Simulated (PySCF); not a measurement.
SbFBr₂, SMILES [F][Sb]([Br])[Br]. Geometry: PBE-D3(BJ)/def2-SVP. The def2 effective core potentials stand for the cores of Sb; spin–orbit coupling is left out.

Computed equilibrium geometry at PBE-D3(BJ)/def2-SVP (PySCF confirms it by a frequency run) as bond lengths and angles, and its point group:
point group Cs.
Atoms: Sb1 F2 Br3 Br4. Bonded distances (Å): Sb1–F2 1.956, Sb1–Br3 2.539, Sb1–Br4 2.539. Bond angles (°): F2–Sb1–Br3 97.7, F2–Sb1–Br4 97.7, Br3–Sb1–Br4 99.5.
Charge 0, spin multiplicity 1.
